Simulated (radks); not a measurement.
Effect of the nuclear size on neutral neodymium, [Xe] 4f4 6s2. Method: Dirac Kohn-Sham, exchange-only LDA, spin-unpolarised, spherical densities, finite nucleus; open shells are shared between the two j in proportion to 2j + 1; Fermi nuclear charge, rms radius 4.9123 fm; computed with a radial shooting solver on a logarithmic mesh with Libxc functionals. The rms radius is varied about that value; shifts are against it.

| rms radius (fm) | total energy shift (eV) | density at nucleus (e/bohr^3) | 1s1/2 shift (meV) | 2s1/2 shift (meV) | 5s1/2 shift (meV) | 5p1/2 shift (meV) | 6s1/2 shift (meV) | 6p1/2 (empty) shift (meV) | 4f7/2 shift (meV) |
|---|---|---|---|---|---|---|---|---|---|
| 4.2148 | -3.42 | 4.674e+05 | -1420 | -176 | -1.29 | 0.176 | -0.059 | 0.047 | 0.265 |
| 4.5783 | -1.69 | 4.589e+05 | -700 | -87.1 | -0.638 | 0.087 | -0.029 | 0.023 | 0.131 |
| 4.9123 | 0 | 4.518e+05 | 0.000 | 0.000 | 0.000 | 0.000 | 0.000 | 0.000 | 0.000 |
| 5.32 | 2.19 | 4.438e+05 | 906 | 113 | 0.826 | -0.113 | 0.038 | -0.030 | -0.169 |
| 5.88 | 5.41 | 4.34e+05 | 2240 | 279 | 2.04 | -0.278 | 0.093 | -0.075 | -0.419 |

Slopes of the eigenvalues against <r^2> in GHz/fm^2, as finite differences over the two radii next to the reference (eigenvalue slopes, not the field-shift constants of lines): 1s1/2 52900, 2s1/2 6580, 5s1/2 48.2, 5p1/2 -6.57, 6s1/2 2.20, 6p1/2 (empty) -1.77, 4f7/2 -9.89.
